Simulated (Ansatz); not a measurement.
`[OH][GeH]([F])[SH]` + `[SiH3]Cl` → `[OH][GeH]([F])[SiH2]Cl` + H₂S  (formal exchange of groups at a Ge–S bond)

Calculated with Ansatz (gas phase, PBE0-D4/def2-TZVP geometries, no zero-point term in ΔE). CCSD(T)/CBS is the MP2 limit (def2-TZVPP, def2-QZVPP) plus CCSD(T) − MP2 in def2-TZVPP, frozen cores. This one scheme is used for every species. DFT in def2-TZVPP. For Ge outer-core shells are correlated without core-valence functions, which leaves a few kJ/mol of doubt a bond. Scalar relativity is left out up to krypton. Each species was taken in one conformer, which may not be the lowest.

CCSD(T)/CBS gives +46.3 kJ/mol.

(1) Another level gave +49.6 kJ/mol. Which?
A. PBE0/def2-TZVPP
B. SCS-MP2/def2-TZVPP
C. HF/def2-TZVPP
D. CCSD/def2-TZVPP

Largest T1 diagnostic among the species: 0.012.

## Answers

(1) D. CCSD/def2-TZVPP 49.6, PBE0 44.2, SCS-MP2/def2-TZVPP 55.2, HF/def2-TZVPP 62.0 kJ/mol.

In def2-TZVPP, CCSD(T) changes the Hartree–Fock value by −13.0 kJ/mol (the triples alone add −0.6 kJ/mol) and MP2 by −6.8 kJ/mol. The D4 term adds −4.0 kJ/mol with B3LYP and −2.5 kJ/mol with PBE0; it sums over pairs of atoms, weighted by their polarisabilities, and B3LYP, whose exchange is more repulsive, gets the larger term.

B3LYP here is the variant with VWN-RPA as its local correlation; programs differ in this.
